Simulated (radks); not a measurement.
The beryllium ion Be2+, configuration [He].

All-electron calculation, scalar-relativistic Kohn-Sham, LDA (Slater exchange, Perdew-Wang correlation), spin-polarised, spherical densities, point nucleus. Program: a radial shooting solver on a logarithmic mesh with Libxc functionals.

Energy parts (eV):
total: -365.900
kinetic: 363.324
electron-nucleus: -794.848
Hartree: 122.269
exchange-correlation: -56.644

Orbitals (lengths in bohr, moments of r in powers of bohr; r(max) is where P^2 peaks):
\begin{tabular}{lrrrr}
orbital & occ. & eigenvalue (eV) & r(max) & <1/r> \\ \hline
1s & 2 & -130.8039 & 0.2677 & 3.651 \\
\end{tabular}

The highest occupied level is 1s at -130.80 eV. Summed over all electrons, <r^2> = 0.4808 bohr^2, which gives a Langevin (diamagnetic) susceptibility term of -0.381 x 10^-6 cm^3/mol.
